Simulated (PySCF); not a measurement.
C7H11S (doublet state).
Atom-mapped SMILES: `[CH2:1]=[CH:2]/[CH:3]=[CH:4]\[CH:5][CH2:6][S:7][CH3:8]` (hydrogens: H9, H10 on C1; H11 on C2; H12 on C3; H13 on C4; H14 on C5; H15, H16 on C6; H17, H18, H19 on C8)

Structure used (GFN2-xTB), in Å, numbered top down from 1:
```xyz
19
C7H11S angstrom
C     -3.6013    0.9761    0.0890
C     -2.3619    0.5952   -0.2842
C     -1.6035   -0.3641    0.4144
C     -0.3243   -0.8171    0.0743
C      0.4044   -0.4773   -1.0274
C      1.7728   -0.9608   -1.2579
S      2.9796    0.4039   -0.9088
C      2.7257    0.5756    0.8776
H     -4.0803    0.5476    0.9531
H     -4.1577    1.7159   -0.4576
H     -1.9196    1.0498   -1.1599
H     -2.0552   -0.7865    1.3022
H      0.1192   -1.5385    0.7529
H      0.0288    0.2368   -1.7441
H      1.9612   -1.2057   -2.3022
H      2.0435   -1.8003   -0.6177
H      1.6787    0.7891    1.0758
H      3.0358   -0.3370    1.3804
H      3.3444    1.4065    1.1994
```

The hyperfine couplings belong to this conformer and change with its torsions.

Method used: UKS B3LYP, pcH-1 on C H S, non-relativistic, mean-field spin-orbit, GIAO (PySCF). Geometry: GFN2-xTB, one conformer, isolated molecule. A GFN2-xTB geometry isn't a minimum of the functional, and hyperfine couplings can be far from their values at a DFT geometry. No stability test was run, so a lower SCF solution isn't excluded. ⟨S²⟩ is 0.788 where a pure state has 0.75.

Largest spin populations (Mulliken): C3 (+0.55), C5 (+0.48), C1 (+0.43) and C4 (-0.23). Three atoms exceed +0.15. The positive populations add up to 1.56 and the negative ones to -0.56, together 2S = 1. The angles at C3 add up to 360.0°, so it is planar.

Problem. Test a(H) = Q·ρ(C) for the protons on planar carbons with a spin population beyond ±0.08.

Solution. 
| H | C | ρ(C) | a(H) (G) | a/ρ (G) |
| --- | --- | --- | --- | --- |
| H9 | C1 | +0.430 | -9.11 | -21.2 |
| H10 | C1 | +0.430 | -9.66 | -22.4 |
| H11 | C2 | -0.207 | +3.45 | -16.7 |
| H12 | C3 | +0.555 | -12.24 | -22.1 |
| H13 | C4 | -0.230 | +3.88 | -16.9 |
| H14 | C5 | +0.483 | -10.42 | -21.6 |

A least-squares line through the origin gives Q = -21.4 G with Mulliken populations. In McConnell's picture π spin on carbon polarises the C–H bond and leaves opposite spin at the proton, which makes Q negative, as found here. Where ρ is negative the coupling is positive.

Problem. Leave H11 and its like out of the fit. How well does the relation then predict its coupling?

Solution. The other protons give Q = -21.6 G, so a = -21.6 × -0.207 ≈ 4.46 G, against the computed 3.45 G.

Problem. How do the β-proton couplings of this frozen conformer go with θ, the angle between the C–H bond and the normal to the plane of the spin centre's three neighbours, both seen down the bond from centre to carbon?

Solution. 
```tsv
β H	on	centre	θ (°)	cos²θ	a (G)
H15	C6	C5	48	0.44	+11.31
H16	C6	C5	77	0.05	+0.88
```

Couplings in gauss use g_iso = 2.0024.
